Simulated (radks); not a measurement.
Values are calculated unless marked as measured or tabulated.
The iridium ion Ir2+ inside a hard spherical wall (all orbitals vanish at R), configuration held at [Xe] 4f14 5d7 and not refilled when levels cross. Code: a radial shooting solver on a logarithmic mesh with Libxc functionals. Model: scalar-relativistic Kohn-Sham, PBE, spin-unpolarised, spherical densities, finite nucleus; Fermi nuclear charge, rms radius 5.4032 fm. Eigenvalues in eV, with the zero of energy where the potential of the charges vanishes at infinity; a dash marks a level that is unbound or too diffuse for the functional's potential to be trusted. A positive occupied level is held by the wall or, in an anion where self-interaction has pushed it up, behind a barrier. The pressure on the wall is -dE/dV.

R (bohr)	E (hartree)	kinetic (hartree)	e(5s)	e(4f)	e(5p)	e(5d)	e(6s, empty)	e(6p, empty)	pressure (GPa)
free	-17823.0980	19806.159	-115.61	-79.858	-72.426	-24.410	-21.474	-14.061	0
15	-17823.0980	19806.159	-115.61	-79.858	-72.426	-24.410	-21.474	-14.061	< 0.0001
8	-17823.0980	19806.160	-115.61	-79.857	-72.425	-24.409	-21.472	-14.032	0.000962
7	-17823.0979	19806.161	-115.60	-79.850	-72.419	-24.403	-21.459	-13.937	0.0125
5	-17823.0882	19806.252	-115.27	-79.501	-72.104	-24.110	-20.834	-12.190	1.98
3.5	-17822.8634	19807.622	-111.89	-75.825	-68.951	-20.819	-13.851	-0.418	94.8
3	-17822.4094	19809.946	-107.96	-71.358	-65.266	-16.433	-4.013	13.759	394
